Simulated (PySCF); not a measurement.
# Ionisation energy along the 8-electron series

Calculated with PySCF 2.14 and a two-component X2C-1e Hamiltonian (Gaussian nucleus, no Breit or QED terms), each ion in its own even-tempered basis scaled to its charge; GMP2 freezes nothing and drops the highest virtual spinors. Values in eV. NIST values: (m) measured, (s) semi-empirical, (t) theoretical.

```json
{"ion": "Zn²²⁺", "configuration": "[He] 2s2 2p4", "GHF (spin-free)": "2078.0", "GMP2 (spin-free)": "2079.6", "GHF (screened spin-orbit)": "2083.6", "GMP2 (screened spin-orbit)": "2084.7", "NIST": "2085 ± 5 (s)"}
{"ion": "Ge²⁴⁺", "configuration": "[He] 2s2 2p4", "GHF (spin-free)": "2432.2", "GMP2 (spin-free)": "2433.7", "GHF (screened spin-orbit)": "2437.9", "GMP2 (screened spin-orbit)": "2438.6", "NIST": "2439 ± 5 (s)"}
```

Task: Fill in the row of Ga²³⁺.

Result: configuration: [He] 2s2 2p4; GHF (spin-free): 2251.6; GMP2 (spin-free): 2253.1; GHF (screened spin-orbit): 2257.3; GMP2 (screened spin-orbit): 2258.2; NIST: 2258 ± 5 (s).
